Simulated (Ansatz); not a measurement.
Ansatz (an electronic-structure program) input (RI-MP2/cc-pV(T+d)Z):
A basis named .json is the Basis Set Exchange file of that set.

Ansatz 0.2 input:
```yaml
crystal:
  periodic: [false, false, false]
  atoms:
    - {symbol: C, position_ang: [2.49809322, 0.94572287, 1.25116486]}
    - {symbol: C, position_ang: [1.66413349, 1.18688797, 0.24699502]}
    - {symbol: C, position_ang: [1.45912323, 0.27656527, -0.93772967]}
    - {symbol: B, position_ang: [0.05554039, -0.39663503, -0.74563721]}
    - {symbol: Cl, position_ang: [-0.01043647, -2.10306474, -0.26716747]}
    - {symbol: C, position_ang: [-1.30248072, 0.38110790, -0.89642447]}
    - {symbol: C, position_ang: [-2.05890824, 0.44442491, 0.40199544]}
    - {symbol: C, position_ang: [-2.31092797, 1.55745361, 1.07886837]}
    - {symbol: H, position_ang: [2.58246429, 1.62586252, 2.08860139]}
    - {symbol: H, position_ang: [3.12656493, 0.06288260, 1.26798463]}
    - {symbol: H, position_ang: [1.04350629, 2.07710494, 0.27913202]}
    - {symbol: H, position_ang: [2.26733816, -0.45188283, -1.00061666]}
    - {symbol: H, position_ang: [1.45397422, 0.87406497, -1.85661271]}
    - {symbol: H, position_ang: [-1.13240976, 1.39046383, -1.27847060]}
    - {symbol: H, position_ang: [-1.90967862, -0.15298991, -1.63912843]}
    - {symbol: H, position_ang: [-2.38588201, -0.50891402, 0.80456338]}
    - {symbol: H, position_ang: [-2.84484056, 1.53662614, 2.01988954]}
    - {symbol: H, position_ang: [-1.99551706, 2.52908216, 0.71547317]}
basis:
  gaussian:
    orbitals: cc-pV_T+d_Z.json
    fitting: {mean_field: def2-universal-jkfit, correlation: cc-pVTZ-RIFIT.json}
magnetization: {spin_polarized: false}
correlation: {method: mp2, electrons: outside_noble_gas}
```

End of the output:

```
integrals: 0.77 GiB planned
833 factors; integrals over basis functions are off by at most 1.4e0 eV
0.93 GiB of device memory are held for the factors and their scratch space
mean field: 1.88 GiB planned
mean field evaluation 1: about -19514.3471 eV, gradient 4.2e1 eV
mean field evaluation 2: about -19518.9286 eV, gradient 1.5e1 eV
mean field evaluation 4: about -19519.6190 eV, gradient 9.4e-1 eV
mean field evaluation 8: about -19519.6227 eV, gradient 1.4e-6 eV
mean field -19519.62274493 eV, -717.3329050007 hartree, gradient 1.4e-6 eV, S^2 0.000000; 0 other end points of the search recorded, 0 dependent functions left out
12 core orbitals not correlated
989 factors; their error is unknown
reference -19519.62274493 eV, -717.3329050007 hartree; 22, 22 occupied and 355, 355 virtual orbitals, 989 factors
second order -34.74501816 eV of doubles, -0.00000000 eV of singles
Total energy: -19554.36776309 eV, -718.6097608672 hartree
```
